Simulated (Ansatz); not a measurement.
Basis-set extrapolation for C$_{9}$H$_{15}$Al, SMILES `C=C[CH2][Al]([CH2]C=C)[CH2]C=C` (PBE0-D4/def2-TZVP geometry, frozen core, Ansatz 0.2.0). Multiplicity 1, RHF reference.

|  | def2-TZVPP | def2-QZVPP |
| --- | --- | --- |
| HF | -591.534994 | -591.557657 |
| MP2 correlation | -1.583147 | -1.682534 |
| CCSD(T) correlation | -1.742657 | not run |

Energies in hartree. Use E(X) = E(∞) + A·exp(−7.88·√X) for Hartree–Fock and E(X) = E(∞) + B·X^(−2.97) for correlation, with X = 3 and 4, and add CCSD(T) minus MP2 of the smaller set to the MP2 limit.

Problem. What is the CCSD(T) energy at the basis-set limit?

Solution. HF limit: -591.557657 + (-0.022663) × 0.13774 = -591.56078. MP2 limit: -1.682534 + (-0.099387) × 0.74074 = -1.75615. Higher-order term: -1.742657 − (-1.583147) = -0.15951. Total: -593.47644 hartree, 521.9 kJ/mol below CCSD(T)/def2-TZVPP.
